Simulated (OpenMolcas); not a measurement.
# Sb²⁺: the spin-orbit constant, worked from levels

```
Program             : OpenMolcas
Basis               : ANO-RCC-VTZP [7s6p4d2f1g]
Scalar Hamiltonian  : DKH2, point nucleus
Active space        : 3 electrons in 9 orbitals (RAS2 5s 5p; RAS3 5d, at most 2 electrons)
State averaging     : 2S+1 = 4 odd, 1 root; 2S+1 = 2 odd, 11 roots; 2S+1 = 4 even, 3 roots; 2S+1 = 2 even, 9 roots
Spin-orbit coupling : state interaction with AMFI integrals over the reference wave functions, term energies averaged over their components
```

Methods: RASSCF; MS-RASPT2, IPEA 0.25 Eh, imaginary shift 0.1 Eh (closed shells correlated: 4d). Measured levels: Moore, Atomic Energy Levels, vol. III, NSRDS-NBS 35 (1971 reprint of NBS Circular 467, 1958).

**The spin-orbit constant.** For the Hund term ²P° of p1, E(J) = (A/2) J(J+1) + constant and ζ = 2S·A = A. From J = 1/2 to J = 3/2 the energy changes by 1.5 A.

```
   Source  E(3/2) - E(1/2)       A     ζ
   RASSCF           5827.1  3884.7  3885
MS-RASPT2           5874.6  3916.4  3916
 measured           6576.0  4384.0  4384
```

All in cm-1. MS-RASPT2 is off by -10.7 % and RASSCF by -11.4 %. Both methods take the spin-orbit matrix elements from the reference wave functions, so the second can move ζ only through the term energies and any multistate remixing.

Active for correlation alone: 5d; no level in the range computed is led by a configuration that fills it, so any true level of that kind is missing. Computed and measured levels are paired by configuration, term and J; levels that our copy of the source lacks, or whose pairing is in doubt (as where it misses far off the trend of its configuration), stay unpaired and out of the deviations. Only configurations of the active space appear.

° marks odd parity.
